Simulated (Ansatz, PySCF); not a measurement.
GeSe, SMILES [Ge]=[Se] (connectivity only; charge and spin as stated), neutral, multiplicity 1.

Geometry optimised at B3LYP-D3(BJ)/def2-TZVP.

Vertical ionisation energy (IE) and electron affinity (EA) in eV. Rows of orbital energies are one-electron estimates. Where ΔSCF, EOM or ADC give a negative EA the extra electron is unbound and the value depends on the basis.

| level | IE | EA |
|---|---|---|
| −ε(HOMO), −ε(LUMO), M06-2X/def2-TZVPD (PySCF) | 8.51 | 1.71 |
| −ε(HOMO), −ε(LUMO), PBE/def2-TZVPD (PySCF) | 6.61 | 3.23 |
| ADC(2)/aug-cc-pVDZ (PySCF) | ? | ? |
| ΔSCF, PBE0/def2-TZVPD (Ansatz), final states of multiplicity 2 and 2 | 9.71 | 0.70 |
| ΔSCF, PBE/def2-TZVPD (Ansatz), final states of multiplicity 2 and 2 | 9.79 | 0.57 |

Some entries are withheld; supply them. (The exact figures need the calculation; the answer reports its results.)


- ADC(2)/aug-cc-pVDZ (PySCF), IE: 9.28
- ADC(2)/aug-cc-pVDZ (PySCF), EA: 0.64

What vertical singlet–triplet gap does ΔSCF give with PBE0/def2-TZVPD (Ansatz, a first-principles code) and with PBE/def2-TZVPD (Ansatz)? (An estimate is asked for; the answer gives what the named calculation found.)

2.76 and 2.97 eV (triplet above singlet where positive).

Beyond the first one, list the lowest photoelectron lines from ADC(2)/aug-cc-pVDZ (PySCF) with their pole strengths (two spins summed). (Estimate from the structure and the level; the computed values follow.)

9.57 eV (1.80), 14.10 eV (1.57).
